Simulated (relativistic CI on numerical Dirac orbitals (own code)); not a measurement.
# Radial parameters of Eu30+

Method of calculation: Dirac-Coulomb-Breit CI, orbitals from a KLI potential per configuration, QED by a radiative potential, unscaled Slater integrals (own radial code, finite nucleus).

Slater integrals F^k, G^k are unscaled and averaged over j, outside the closed core [Ar] 3d10; ζ comes from projecting the Hamiltonian with its Breit term on Σ l·s of the shell.

- 4s2 4p3: F^2(4p,4p) = 197480, ζ(4p) = 214130 cm⁻¹; <r>(4p) = 0.5198, <r^2>(4p) = 0.3054 (bohr units).
- 4s 4p4: F^2(4p,4p) = 197430, G^1(4s,4p) = 258460, ζ(4p) = 213950 cm⁻¹; <r>(4s) = 0.5076, <r^2>(4s) = 0.2893, <r>(4p) = 0.52, <r^2>(4p) = 0.3055 (bohr units).
- 4s2 4p2 4d: F^2(4p,4p) = 197420, ζ(4p) = 214520, F^2(4p,4d) = 193560, G^1(4p,4d) = 240900, G^3(4p,4d) = 154380, ζ(4d) = 26343 cm⁻¹; <r>(4p) = 0.52, <r^2>(4p) = 0.3055, <r>(4d) = 0.5231, <r^2>(4d) = 0.3124 (bohr units).

Averages of the first 10 configurations, taken without configuration mixing, which lowers the lowest level and can move excited configurations by several eV; other configurations of the list can lie among them:

```csv
Configuration,Parity,States,Average energy above the lowest level (eV)
4s2 4p3,odd,20,43.3
4s 4p4,even,30,146.7
4s2 4p2 4d,even,150,181.5
4p5,odd,6,258.9
4s 4p3 4d,odd,400,281.1
4s2 4p2 4f,odd,210,319.7
4s 4p3 4f,even,560,419.6
4p4 4d,even,150,389.5
4s 4p2 4d2,even,1350,418.1
4s2 4p 4d 4f,even,840,458.5
```
